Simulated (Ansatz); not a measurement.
`[C-]#[Se+]`. Total charge 0; spin multiplicity 1.

**Question.** List the harmonic frequencies (cm⁻¹, unscaled) at PBE0-D4/def2-TZVP in Ansatz. (Estimate.)

**Answer.** The calculation gave: 1085.

**Question.** Is this a minimum?

**Answer.** Yes, all 1 modes are real.

**Question.** Give the ideal-gas thermochemistry at 298.15 K and 1 bar (rigid rotor, harmonic oscillator; point group C∞v, symmetry number 1).

**Answer.** Zero-point energy 6.5 kJ/mol; H(298) − E = 15.2 kJ/mol; entropy 222.6 J/(mol·K), of which translation 165.1, rotation 57.2, vibration 0.3; G(298) − E = -51.1 kJ/mol.

**Question.** And at 400, 500, 600, 800 and 1000 K?

**Answer.** 
```
T (K)  H − E (kJ/mol)  S (J/mol/K)  G − E (kJ/mol)
  400            18.4        231.7           -74.3
  500            21.6        238.9           -97.8
  600            25.0        245.0          -122.0
  800            31.9        255.0          -172.1
 1000            39.0        262.9          -223.9
```

**Question.** Rotational constants (cm⁻¹)?

**Answer.** 0.5789.
